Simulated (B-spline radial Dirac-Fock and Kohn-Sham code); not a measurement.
# Conversion-electron coefficients: I, 79.3 keV

Z = 53 (iodine), transition energy 79.3 keV. Level of theory: a Dirac-Hartree-Slater potential of the neutral atom with a Latter tail (no hole, which puts coefficients of high multipoles low close above an edge), finite nucleus with surface currents; a B-spline atomic structure program. Subshells that would emit electrons below 1 keV are left out.

```csv
subshell,electron energy (keV),E4,M1,M3,M4,M5
K,46.13,76.0,1.26,109,789,5620
L1,74.11,5.77,0.152,30.0,359,4300
L2,74.45,441,0.0113,5.04,81.6,1230
L3,74.74,476,0.00273,26.5,724,15400
M1,78.23,1.35,0.0305,6.65,84.6,1070
M2,78.37,100,0.00244,1.14,19.0,297
M3,78.42,108,0.000586,6.14,177,3960
M4,78.67,6.22,1.54e-05,0.0735,2.96,88.7
M5,78.68,6.97,1.17e-05,0.0418,5.09,255
N1,79.11,0.304,0.00662,1.47,19.0,244
N2,79.18,20.6,0.000497,0.235,3.95,62.0
N3,79.18,22.0,0.000118,1.26,36.6,828
N4,79.24,1.14,2.79e-06,0.0135,0.547,16.4
N5,79.24,1.27,2.10e-06,0.00763,0.936,47.2
total,,1270,1.46,188,2310,33500
```

Task: For a pure M1 transition, what fraction of decays emits a photon?

Result: 1/(1 + α) = 0.406 with the total α = 1.46; the total includes the outer subshells that are not listed.

Values without a named source are computed, but for edge energies of neutral atoms, which are taken from tables.
